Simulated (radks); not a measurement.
Initial-state core-level shifts of neutral cerium when its valence configuration changes from [Xe] 4f1 5d1 6s2. Calculated with a radial shooting solver on a logarithmic mesh with Libxc functionals: scalar-relativistic Kohn-Sham, BLYP, spin-unpolarised, spherical densities, point nucleus. Shifts are changes of the shell-averaged eigenvalues in eV (positive: less bound).

| valence | 1s | 2p | 4p | 5s |
|---|---|---|---|---|
| 4f1 5d1 6p2 | -2.215 | -2.200 | -2.203 | -2.177 |
| 4f1 5d2 6s1 | +1.512 | +1.585 | +1.558 | +1.527 |
| 5d2 6s1 6p1 | -8.426 | -9.041 | -9.278 | -4.460 |
| 4f1 5d1 6s1.5 6p0.5 | -0.594 | -0.590 | -0.590 | -0.585 |
| 4f1 5d1 6s1 6p1 | -1.157 | -1.149 | -1.150 | -1.139 |
| 4f1 5d2 6p1 | +0.428 | +0.515 | +0.482 | +0.450 |
| 4f1 5d3 | +2.568 | +2.697 | +2.661 | +2.636 |
| 5d1 6s1 6p2 | -11.661 | -12.386 | -12.543 | -7.503 |
